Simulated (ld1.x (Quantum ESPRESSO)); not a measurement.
Ag: variants of one TM potential

Base potential:

```json
{"Element": "Ag (Z = 47)", "Generator": "ld1.x (Quantum ESPRESSO) 7.5", "Type": "norm-conserving Troullier–Martins (Kleinman–Bylander form)", "Functional": "PBE", "Relativity": "scalar-relativistic", "Frozen core": "[Ar] 3d10 4s2", "Valence charge": "17", "Reference configuration": "4p6 4d10 5s1 5p0", "Partial waves": "5s (bound): rc 2.65 bohr; 4p (bound): rc 0.90 bohr; 4d (bound): rc 1.90 bohr", "Local potential": "the d channel", "Core correction": "Bessel-smoothed model core, default radius (core density twice the valence density)"}
```

Cutoffs, loose and tight: the cutoffs (Ry, on a coarse ladder) from which the occupation-weighted sum of valence levels, in a spherical-Bessel basis at the reference potential, stays within 10 and 1 mRy of its value at 400 Ry. They do not see the model core or the augmentation charge, which bear on the density cutoff. Test errors are all-electron minus pseudo excitation energies from the reference, over the configurations 4p6 4d10 5s0 5p0; 4p6 4d9 5s0 5p0; 4p6 4d8 5s0 5p0; 4p6 4d9 5s2 5p0; 4p6 4d7 5s0 5p0; 4p6 4d9 5s1 5p0; 4p6 4d9 5s1 5p1. A dash means not determined; rows that change the core or the reference have their own tests.

A true bound ghost makes a file unfit for plane-wave use even where its test errors are small: the radial tests pick states by their node count and pass the ghost by.

```tsv
change	outcome	cutoff, loose	cutoff, tight	bound ghosts	largest test error (meV)
base	generated	160 Ry	260 Ry	s	-112
wave 4d (bound): rc 1.90 bohr becomes 4d (bound): rc 1.32 bohr	generated	160 Ry	260 Ry	s	-40
wave 4d (bound): rc 1.90 bohr becomes 4d (bound): rc 1.50 bohr	generated	160 Ry	260 Ry	s	-49
wave 4d (bound): rc 1.90 bohr becomes 4d (bound): rc 1.80 bohr	generated	160 Ry	260 Ry	s	-93
wave 4d (bound): rc 1.90 bohr becomes 4d (bound): rc 2.04 bohr	generated	160 Ry	260 Ry	s	-137
wave 4d (bound): rc 1.90 bohr becomes 4d (bound): rc 2.38 bohr	generated	160 Ry	260 Ry	s	-215
wave 4d (bound): rc 1.90 bohr becomes 4d (bound): rc 2.58 bohr	generated	160 Ry	260 Ry	s	-346
```

Problem. What comes out with this change to the base: wave 4d (bound): rc 1.90 bohr becomes 4d (bound): rc 2.76 bohr?

Solution. outcome: generated; cutoff, loose: 160 Ry; cutoff, tight: 260 Ry; bound ghosts: s; largest test error (meV): -769.

Reading the sweep of the d radius (base included, trends over the rows without a ghost): Bound ghosts are found at 1.32, 1.5, 1.8, 1.9, 2.04, 2.38, 2.58, 2.76 bohr. Every judged row has one, so this setting neither creates nor removes them.
